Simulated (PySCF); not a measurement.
An unknown shows these calculated signals:

1H NMR (600 MHz, computed): δ 5.51 (m, 1H), 5.29 (d, 1H), 4.95 (d, 1H), 4.40 (m, 1H), 4.23 (m, 1H), 1.21 (br s, 1H), 0.20 (m, 3H).

13C{1H} NMR (computed): δ 110.4 (C), 102.5 (C), 80.5 (CH), -8.6 (CH3).

- PBE0/pcSseg-1 with gauge-including orbitals
- coordinates at the GFN2-xTB level
- run in PySCF
- non-relativistic, gas phase, one computed conformer, one averaged value for each set of equivalent atoms

References, each an isolated molecule treated in the same way: TMS for 1H (σref 31.72) and 13C (σref 186.93).

Problem. Which of these does the molecule contain: an aldehyde, a Si–CH3 group, a Si–H bond, a heteroaromatic ring, an OH group, a nitrile?

Solution. 
- An aldehyde: no.
- A Si–CH3 group: yes (δC -8.6; δH 0.20 (m)).
- A Si–H bond: yes (δH 4.40 (m), 4.23 (m)).
- A heteroaromatic ring: no.
- An OH group: yes (δH 1.21 (br s)).
- A nitrile: no.

The data belong to SMILES C[SiH2][C@H](F)C#C[SiH2]O, C4H9FOSi2; they needn't prove each group on their own.

Carbon signals by region: 2 in the sp2 and nitrile region (100–160 ppm), 1 at 50–100 ppm, 1 below 50 ppm.

OH/NH shifts are gas-phase values; hydrogen bonding in solution moves them, usually downfield. Splittings by 19F in the carbon and heteronuclear signals aren't shown, as no couplings were computed. Shifts are as computed. Against solution values, carbons near 30 ppm lie about +3 ppm off and those near 130 ppm about +5 ppm. Of 1309 compounds with measured shifts, 239 miss one by over three times the rms of a fit or turn the order of signals round; such compounds aren't used in these exercises. No couplings were computed; multiplicities are counted from neighbouring protons, with m where these are inequivalent, close in shift, in a saturated or five-membered ring or joined by F or P, and br s for small geminal =CH2 splittings.
